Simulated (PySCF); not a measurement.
## Electron correlation in As (arsenic, neutral)

[Ar] 3d10 4s2 4p2 5s1, 5s spin antiparallel (an excited configuration). Computed with PySCF 2.14 in aug-cc-pVTZ-PP with ECP10MDF (6s5p4d2f, 55 functions), with a scalar-relativistic core potential. Frozen: 3s2 3p6 3d10; 5 electrons correlated.

MP2 pair energies summed by pair of shells (mhartree):

```csv
pair,energy,share (%)
4s-4p,-33.06,51.9
4s-4s,-15.34,24.1
4p-5s,-6.17,9.7
4p-4p,-5.29,8.3
4s-5s,-3.80,6.0
```

Total MP2 correlation energy: -63.65 mhartree.

Same-spin part -11.28 and opposite-spin part -52.37 mhartree; SCS-MP2 scales them by 1/3 and 6/5 to -66.60 mhartree.
